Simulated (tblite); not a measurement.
C₅H₉NOSi.
Geometry (GFN2-xTB, Å), atoms numbered from 1 in this order:
```xyz
17
C5H9NOSi angstrom
C     -2.447    0.912   -0.299
C     -2.121   -0.400    0.320
C     -0.870   -0.834    0.534
C     -0.657   -2.103    1.129
N     -0.479   -3.129    1.610
O      0.214   -0.097    0.199
Si     1.813   -0.410    0.357
C      2.574    1.157   -0.371
H     -1.537    1.452   -0.545
H     -3.046    1.512    0.387
H     -3.033    0.765   -1.205
H     -2.943   -1.038    0.610
H      2.143   -0.598    1.772
H      2.161   -1.614   -0.401
H      2.276    2.045    0.179
H      2.289    1.300   -1.409
H      3.655    1.091   -0.331
```

Computed with GFN2-xTB (tblite): harmonic, unscaled wavenumbers at the GFN2-xTB geometry, gas phase. Errors from tens to a few hundred cm⁻¹ against measured bands are possible. Modes of hydrogen on silicon can be 10 to 20 % off. One conformer, not necessarily the lowest.

Harmonic wavenumbers (cm⁻¹): 30.4, 75.9, 79.5, 107.7, 115.0, 128.4, 162.9, 202.5, 267.5, 377.9, 480.4, 481.0, 587.2, 599.8, 615.6, 652.3, 725.7, 782.6, 799.7, 805.1, 823.9, 852.0, 922.1, 1022.7, 1051.6, 1128.1, 1206.4, 1297.5, 1375.3, 1394.9, 1463.9, 1468.5, 1482.8, 1489.2, 1657.3, 2238.7, 2269.2, 2368.5, 2995.3, 3011.1, 3041.2, 3043.0, 3055.6, 3066.8, 3089.3.

A = 2077, B = 1252, C = 795.8 MHz; mass 127.045 u (most abundant isotopes); point group Cs, symmetry number 1.

Task: Zero-point energy?

Result: ½Σν̃ = 27446 cm⁻¹ = 78.47 kcal/mol.

Task: Entropy at 298.15 K, 1 bar (ideal gas, RRHO, classical rotation)?

Result: Translation 40.46, rotation 29.43, vibration 35.36: S = 105.2 cal/(mol K).

Task: And Cp and H(298.15 K) − H(0)?

Result: Cp = 39.53 cal/(mol K), of which vibrations give 31.58 (their classical limit is 45 R = 89.4); H(298.15 K) − H(0) = 7.57 kcal/mol without the zero-point energy, 5.20 from vibrations.

Task: How do the functions run with temperature in this model?

Result: 
| T (K) | S (cal/(mol K)) | Cp (cal/(mol K)) | H − H(0) (kcal/mol) | G − H(0) (kcal/mol) | ln q(vib) |
| --- | --- | --- | --- | --- | --- |
| 100 | 73.6 | 21.7 | 1.51 | -5.85 | 2.64 |
| 200 | 91.3 | 30.6 | 4.12 | -14.15 | 6.02 |
| 300 | 105.5 | 39.7 | 7.64 | -24.01 | 9.07 |
| 500 | 129.5 | 54.5 | 17.15 | -47.58 | 14.65 |
| 800 | 158.4 | 68.7 | 35.82 | -90.93 | 22.08 |
| 1000 | 174.5 | 75.1 | 50.23 | -124.26 | 26.52 |

q(vib) and H(0) count from the zero-point level.

Task: Which modes carry the vibrational entropy at 298.15 K?

Result: 30.4 cm⁻¹: 5.80; 75.9 cm⁻¹: 3.99; 79.5 cm⁻¹: 3.90; 107.7 cm⁻¹: 3.31; 115.0 cm⁻¹: 3.18; 128.4 cm⁻¹: 2.97 cal/(mol K); the other 39 give 12.19 together.

Task: What must be added to the electronic energy to get the Gibbs energy at 298.15 K and 1 bar?

Result: ZPE + [H(298.15 K) − H(0)] − T·S = 78.47 + 7.57 − 31.38 = 54.66 kcal/mol.

Task: Blend soft modes into free rotors: weight 1/[1 + (100 cm⁻¹/ν̃)⁴] for the oscillator and the rest for a rotor with moment μB/(μ + B), μ = h/(8π²ν), B = 10⁻⁴⁴ kg m². What vibrational entropy results?

Result: 31.87 cal/(mol K) in place of 35.36, which changes −T·S at 298.15 K by +1.04 kcal/mol.

Hindered rotation and anharmonicity are outside this model. Other conformers, if any are populated, would add a mixing term that is left out.
